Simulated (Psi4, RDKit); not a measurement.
Conformational energy of SMILES C#Cc1sc(OC)cc1. Scanned: dihedral S9–C6–O7–C8; all other coordinates were relaxed at GFN2-xTB. Points at φ and −φ are mirror images. Heavy atoms are numbered in the order of the SMILES C#Cc1ccc(OC)s1, hydrogens after them in the order of the atoms that carry them; the mirror image has the same energies with the sign of each dihedral reversed.

Computed with: MMFF94 // GFN2-xTB (RDKit); PBE0/def2-SVP // GFN2-xTB (Psi4); PBE-D3(BJ)/def2-SVP // GFN2-xTB (Psi4).

Energies in kJ/mol, each method relative to its own lowest point.

| φ / ° | MMFF94 | PBE0/def2-SVP | PBE-D3(BJ)/def2-SVP |
|---|---|---|---|
| -165 | 0.9 | 1.3 | 1.7 |
| -150 | 3.3 | 4.6 | 5.1 |
| -135 | 6.4 | 8.4 | 9.1 |
| -120 | 10.0 | 10.8 | 11.6 |
| -105 | 12.3 | 11.3 | 12.2 |
| -90 | 13.3 | 10.7 | 11.7 |
| -75 | 13.5 | 9.8 | 10.4 |
| -60 | 12.8 | 8.3 | 8.4 |
| -45 | 11.0 | 6.0 | 5.6 |
| -30 | 9.2 | 3.5 | 2.8 |
| -15 | 8.5 | 1.6 | 0.7 |
| 0 | 8.4 | 0.9 | 0.0 |
| 15 | 8.5 | 1.6 | 0.7 |
| 30 | 9.2 | 3.5 | 2.8 |
| 45 | 11.0 | 6.0 | 5.6 |
| 60 | 12.8 | 8.3 | 8.4 |
| 75 | 13.5 | 9.8 | 10.4 |
| 90 | 13.3 | 10.7 | 11.7 |
| 105 | 12.3 | 11.3 | 12.2 |
| 120 | 10.0 | 10.8 | 11.6 |
| 135 | 6.4 | 8.4 | 9.1 |
| 150 | 3.3 | 4.6 | 5.1 |
| 165 | 0.9 | 1.3 | 1.7 |
| 180 | 0.0 | 0.0 | 0.5 |
